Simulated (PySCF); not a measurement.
A structure optimised at PBE-D3(BJ)/def2-SVP, used in a PySCF frequency run:

```xyz
16

Si     2.7347     0.3510     0.3229
Si     0.6082     0.7059    -0.5931
Si    -1.0228     1.0876     1.0674
C     -2.3140    -0.2648     0.5481
O     -1.6444    -1.4360     0.0841
Si    -0.4850    -1.3190    -1.1554
H      3.2773     1.6040     0.9576
H      3.7121    -0.1180    -0.7225
H      2.6096    -0.7132     1.3805
H      0.5926     1.7355    -1.6927
H     -0.4708     0.7625     2.4304
H     -1.6285     2.4665     1.0932
H     -3.0018     0.1546    -0.2256
H     -2.9464    -0.5541     1.4144
H     -1.1378    -1.2494    -2.5156
H      0.3407    -2.5684    -1.0666
```

**Question.** Write its SMILES and formula.

**Answer.** [SiH3][Si@@H]1[SiH2]CO[SiH2]1, CH10OSi4

**Question.** What are its rotational constants (standard atomic weights)?

**Answer.** 2.0602, 1.0419, 0.79787 GHz
